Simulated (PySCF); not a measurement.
Question: What does the PBE0-D3(BJ)/def2-SVP structure of InChI=1S/CH8OSi2/c1-2-4-3/h4H2,1,3H3 look like in three dimensions?

Answer: 
Z-matrix in Å and degrees, rows numbered from 1:
```
C 
O   1  1.4006
Si  2  1.6692  1  123.37
Si  3  2.3384  2  106.24  1   179.21
H   1  1.1006  2  108.80  3  -179.85
H   1  1.1062  2  112.04  3    60.86
H   1  1.1062  2  112.02  3   -60.61
H   3  1.5013  2  110.58  1    58.40
H   3  1.5012  2  110.67  1   -59.80
H   4  1.4946  3  110.44  2    60.44
H   4  1.4969  3  109.28  2  -179.89
H   4  1.4946  3  110.44  2   -60.29
```

Si3 (oxygen-bound silicon) is tetrahedral (angles from 106.2° to 111.3°). Si4 (SiH3 silicon) is tetrahedral (angles from 108.8° to 110.4°). The 4 heavy atoms lie in one plane (0.005 Å rms).

Method: PySCF 2.14.0, PBE0-D3(BJ)/def2-SVP geometry optimisation, gas phase.

Point group: Cs (tolerance 0.08 Å). Whether it is a minimum is left open (no frequencies). One conformer, not necessarily the lowest (C1–O2–Si3–Si4 179°).
